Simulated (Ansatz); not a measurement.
The molecule NaLi-, multiplicity 2 (lowest of 2S+1 = 2, 4 at CCSD(T)/def2-TZVPP on PBE0 minima; our sources give no spin for the ground state, which may be another). The T1 diagnostic near the minimum is 0.067, so single-reference values are doubtful.

Constants: fifth-degree fit in 1/R to seven points, most abundant isotopes. Runs in def2 and cc sets follow the lowest solution found near the PBE0 minimum.

Correlated levels freeze the inner cores; with def2 sets outer-core shells near the valence are correlated too.

Codes used: Ansatz (Gaussian basis) for Hartree–Fock, density functionals and correlated methods. Values without a source in brackets are computed.

```csv
level,r_e (Å),ω_e (cm⁻¹),ω_e x_e (cm⁻¹)
SVWN5/def2-TZVPP,3.288,160,1.9
r2SCAN/def2-TZVPP,3.441,[?],1.7
B3LYP/def2-TZVPP,3.371,149,1.9
PBE0/def2-TZVPP,3.393,155,1.5
CAM-B3LYP/def2-TZVPP,3.366,152,1.6
B2PLYP/def2-TZVPP,3.373,153,1.7
CCSD/def2-TZVPP,3.393,162,1.4
CCSD(T)/def2-TZVPP,[?],[?],1.4
```

Problem. Some entries are withheld; supply them.

Solution. 
- CCSD(T)/def2-TZVPP, r_e (Å): 3.375
- CCSD(T)/def2-TZVPP, ω_e (cm⁻¹): 164
- r2SCAN/def2-TZVPP, ω_e (cm⁻¹): 150

Doubts at one or more of the structures used: a spin-contaminated determinant (B2PLYP/def2-TZVPP, CCSD/def2-TZVPP, CCSD(T)/def2-TZVPP); T1 above 0.05 (CCSD/def2-TZVPP, CCSD(T)/def2-TZVPP).

Ansatz is a program for electronic structure.
